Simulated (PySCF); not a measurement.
# Radial density of C(2+) (carbon, charge +2)

UHF, [He] 2p2, high-spin 3P determinant (an excited configuration). Calculation: PySCF 2.14, in dyall-av2z (11s7p2d, 42 functions); no relativity, point nucleus.

```
r (bohr)  4πr²ρ (e/bohr)  4πr²(ρα − ρβ)
 0.00493         0.03505        -0.0002
 0.00830         0.09564        -0.0005
  0.0140          0.2520        -0.0013
  0.0235          0.6376        -0.0032
  0.0395           1.489        -0.0072
  0.0664           3.069        -0.0134
   0.112           5.110        -0.0127
   0.188           6.045         0.0370
   0.316           4.229         0.2458
   0.532           1.807         0.7723
   0.894           1.446         1.3881
    1.50           1.062         1.0616
    2.53          0.2009         0.2009
    4.26        0.002855         0.0029
```

(1) Where is the radial spin density 4πr²(ρα − ρβ) most negative, and why is it negative at all?

## Answers

(1) Around r = 0.0664 bohr, down to -0.0134 e/bohr: exchange with the open shell polarises the paired shells in an unrestricted calculation.
